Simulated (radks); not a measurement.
The numbers below are computed, except where a source is named.
Excited configurations of Tb VI: one electron is placed in a higher orbital outside [Kr] 4d10 4f8 5s2 5p3. The ground configuration is [Kr] 4d10 4f7 5s2 5p5. Level of theory: Dirac Kohn-Sham, PBE, spin-unpolarised, spherical densities, finite nucleus; open shells are shared between the two j in proportion to 2j + 1; Fermi nuclear charge, rms radius 5.06 fm (a radial shooting solver on a logarithmic mesh with Libxc functionals). Excitation = E - E(ground); binding = E(ion) - E, where the ion is the core of charge +6; n* = 6/sqrt(2 binding) in atomic units, and the quantum defect is n - n*. Eigenvalue and <r> are those of j = l + 1/2.

outer orbital  excitation (eV)  binding (eV)  quantum defect  eigenvalue (eV)
5f                      72.056        31.140           1.034          -27.437
6d                      72.909        30.287           1.979          -27.618
7s                      75.206        27.990           2.817          -25.944
7p                      78.641        24.556           2.534          -22.488
7d                      83.694        19.502           1.988          -17.914
7f                      89.107        14.089           1.104          -12.977

The Delta-SCF ionisation energy is 103.20 eV (NIST Atomic Spectra Database: 90 eV, theoretical). Self-interaction in the functional shifts the binding energies and quantum defects, so they are the method's values and not measured ones. Spin polarisation and multiplet splitting are left out, so open shells lie too high by an amount that depends on their filling. Sharing an open shell by 2j + 1 raises it above the true ground level by a part of the spin-orbit splitting, which enters the differences from NIST.

Beside tabulated values, note that spin-unpolarised runs miss the spin-polarisation part of the exchange energy of open shells.
